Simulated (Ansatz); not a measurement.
Ansatz (a program for electronic structure) job for Si(OSiH3)(F)3 (F3H3OSi2), SMILES F[Si](F)(O[SiH3])F, B3LYP-D3(BJ)/def2-SVP. 

Ansatz 0.2 input:
```yaml
crystal:
  periodic: [false, false, false]
  atoms:
    - {symbol: F, position_ang: [1.45016691, 0.27036900, -1.26918289]}
    - {symbol: Si, position_ang: [0.74504972, 0.19027655, 0.14088186]}
    - {symbol: F, position_ang: [1.67163644, -0.66199942, 1.08807515]}
    - {symbol: F, position_ang: [0.70580353, 1.66305227, 0.70813565]}
    - {symbol: O, position_ang: [-0.68491131, -0.46104981, 0.06211392]}
    - {symbol: Si, position_ang: [-2.25420441, -0.60557435, -0.40627077]}
    - {symbol: H, position_ang: [-2.23910862, -0.72479973, -1.86140799]}
    - {symbol: H, position_ang: [-2.93338213, 0.60379152, 0.04941222]}
    - {symbol: H, position_ang: [-2.66851522, -1.81922060, 0.28727802]}
basis:
  gaussian:
    orbitals: def2-SVP
hamiltonian:
  xc: b3lyp
  dispersion: d3bj
relax: {f_tol: 0.002, max_steps: 200}
```

Output:

```
WARN ansatz: RAYON_NUM_THREADS=2 ignored (pool sized by the plan → 2); use --threads N
Functional definition: B3LYP
integrals: 0.06 GiB planned
1044 factors; integrals over basis functions are off by at most 6.6e-4 eV
mean field: 0.50 GiB planned
mean field evaluation 1: about -25989.6080 eV, gradient 6.8e1 eV
mean field evaluation 2: about -25980.3113 eV, gradient 1.0e2 eV
mean field evaluation 4: about -25996.7944 eV, gradient 3.8e0 eV
mean field evaluation 8: about -25996.8224 eV, gradient 3.5e-2 eV
mean field -25996.82235708 eV, -955.3656003436 hartree, gradient 1.9e-5 eV, S^2 0.000000; 0 other end points of the search recorded, 0 dependent functions left out
the calculation of the forces begins
reference -25996.82260152 eV, -955.3656093267 hartree; 33, 33 occupied and 74, 74 virtual orbitals, 1044 factors
relax step   1: F+E_penalty+E_count = -25997.13890268 eV  Δ(F+E_penalty+E_count) = +0.000e0 eV  max|allowed force component| = 8.790e-1 eV/Å  Δτ_max = 0.0000 Å  (24 SCF iters, accepted)
these checks for a lower state are left out or cut short: starts, cluster_reference, orbital_swaps, neighbouring_geometries, increment
integrals: 0.06 GiB planned
1044 factors; integrals over basis functions are off by at most 7.1e-4 eV
mean field: 0.49 GiB planned
mean field evaluation 16: about -25996.9363 eV, gradient 3.2e0 eV
mean field -25996.95721473 eV, -955.3705562709 hartree, gradient 5.6e-5 eV, S^2 0.000000; 0 other end points of the search recorded, 0 dependent functions left out
the calculation of the forces begins
reference -25996.95746099 eV, -955.3705653207 hartree; 33, 33 occupied and 74, 74 virtual orbitals, 1044 factors
relax step   2: F+E_penalty+E_count = -25997.26870855 eV  Δ(F+E_penalty+E_count) = -1.298e-1 eV  max|allowed force component| = 4.494e-1 eV/Å  Δτ_max = 0.1082 Å  (24 SCF iters, accepted)
these checks for a lower state are left out or cut short: starts, cluster_reference, orbital_swaps, neighbouring_geometries, increment
integrals: 0.06 GiB planned
1044 factors; integrals over basis functions are off by at most 7.3e-4 eV
mean field: 0.49 GiB planned
mean field -25996.97676767 eV, -955.3712748281 hartree, gradient 6.1e-5 eV, S^2 0.000000; 0 other end points of the search recorded, 0 dependent functions left out
the calculation of the forces begins
reference -25996.97701419 eV, -955.3712838875 hartree; 33, 33 occupied and 74, 74 virtual orbitals, 1044 factors
relax step   3: F+E_penalty+E_count = -25997.28639238 eV  Δ(F+E_penalty+E_count) = -1.768e-2 eV  max|allowed force component| = 1.269e-1 eV/Å  Δτ_max = 0.0222 Å  (26 SCF iters, accepted)
these checks for a lower state are left out or cut short: starts, cluster_reference, orbital_swaps, neighbouring_geometries, increment
integrals: 0.06 GiB planned
1044 factors; integrals over basis functions are off by at most 7.2e-4 eV
mean field: 0.49 GiB planned
mean field -25996.97808259 eV, -955.3713231507 hartree, gradient 6.2e-5 eV, S^2 0.000000; 0 other end points of the search recorded, 0 dependent functions left out
the calculation of the forces begins
reference -25996.97832914 eV, -955.3713322111 hartree; 33, 33 occupied and 74, 74 virtual orbitals, 1044 factors
relax step   4: F+E_penalty+E_count = -25997.28742279 eV  Δ(F+E_penalty+E_count) = -1.030e-3 eV  max|allowed force component| = 4.155e-2 eV/Å  Δτ_max = 0.0043 Å  (26 SCF iters, accepted)
these checks for a lower state are left out or cut short: starts, cluster_reference, orbital_swaps, neighbouring_geometries, increment
integrals: 0.06 GiB planned
1044 factors; integrals over basis functions are off by at most 7.2e-4 eV
mean field: 0.49 GiB planned
mean field evaluation 32: about -25996.9728 eV, gradient 6.3e-3 eV
mean field -25996.97882138 eV, -955.3713503005 hartree, gradient 6.1e-5 eV, S^2 0.000000; 0 other end points of the search recorded, 0 dependent functions left out
the calculation of the forces begins
reference -25996.97906888 eV, -955.3713593959 hartree; 33, 33 occupied and 74, 74 virtual orbitals, 1044 factors
relax step   5: F+E_penalty+E_count = -25997.28769321 eV  Δ(F+E_penalty+E_count) = -2.704e-4 eV  max|allowed force component| = 1.016e-2 eV/Å  Δτ_max = 0.0255 Å  (24 SCF iters, accepted)
these checks for a lower state are left out or cut short: starts, cluster_reference, orbital_swaps, neighbouring_geometries, increment
integrals: 0.06 GiB planned
1044 factors; integrals over basis functions are off by at most 7.2e-4 eV
mean field: 0.49 GiB planned
mean field -25996.97883509 eV, -955.3713508043 hartree, gradient 2.7e-5 eV, S^2 0.000000; 0 other end points of the search recorded, 0 dependent functions left out
the calculation of the forces begins
reference -25996.97908261 eV, -955.3713599004 hartree; 33, 33 occupied and 74, 74 virtual orbitals, 1044 factors
relax step   6: F+E_penalty+E_count = -25997.28770388 eV  Δ(F+E_penalty+E_count) = -1.067e-5 eV  max|allowed force component| = 2.763e-3 eV/Å  Δτ_max = 0.0011 Å  (19 SCF iters, accepted)
these checks for a lower state are left out or cut short: starts, cluster_reference, orbital_swaps, neighbouring_geometries, increment
integrals: 0.06 GiB planned
1044 factors; integrals over basis functions are off by at most 7.2e-4 eV
mean field: 0.49 GiB planned
mean field -25996.97883930 eV, -955.3713509590 hartree, gradient 2.0e-5 eV, S^2 0.000000; 0 other end points of the search recorded, 0 dependent functions left out
the calculation of the forces begins
reference -25996.97908682 eV, -955.3713600553 hartree; 33, 33 occupied and 74, 74 virtual orbitals, 1044 factors
relax step   7: F+E_penalty+E_count = -25997.28770421 eV  Δ(F+E_penalty+E_count) = -3.258e-7 eV  max|allowed force component| = 3.233e-4 eV/Å  Δτ_max = 0.0003 Å  (18 SCF iters, accepted)
integrals: 0.06 GiB planned
1044 factors; integrals over basis functions are off by at most 7.2e-4 eV
mean field: 0.49 GiB planned
mean field -25996.97883930 eV, -955.3713509590 hartree, gradient 2.0e-5 eV, S^2 0.000000; 1 other end points of the search recorded, 0 dependent functions left out
the calculation of the forces begins
reference -25996.97908682 eV, -955.3713600553 hartree; 33, 33 occupied and 74, 74 virtual orbitals, 1044 factors
Total energy: -25997.28795173 eV, -955.3827106314 hartree
Atom 0 at     1.512511     0.276277    -1.283682 Å, force    -0.000003    -0.000066     0.000087 eV/Å
Atom 1 at     0.811259     0.209328     0.151917 Å, force    -0.000174     0.000323    -0.000237 eV/Å
Atom 2 at     1.743100    -0.659386     1.114871 Å, force     0.000128    -0.000131     0.000176 eV/Å
Atom 3 at     0.754005     1.698209     0.732702 Å, force     0.000018    -0.000087    -0.000016 eV/Å
Atom 4 at    -0.654131    -0.437708     0.056854 Å, force    -0.000008    -0.000070    -0.000066 eV/Å
Atom 5 at    -2.252963    -0.617026    -0.398288 Å, force     0.000007     0.000073    -0.000001 eV/Å
Atom 6 at    -2.323774    -0.753576    -1.877474 Å, force     0.000007     0.000008     0.000018 eV/Å
Atom 7 at    -3.019970     0.578650     0.041938 Å, force     0.000010    -0.000026     0.000038 eV/Å
Atom 8 at    -2.777501    -1.839923     0.260196 Å, force     0.000015    -0.000024     0.000001 eV/Å
Dipole moment:    -0.460145    -0.112921    -0.090003 e Å
```

The calculation finished and met its thresholds.
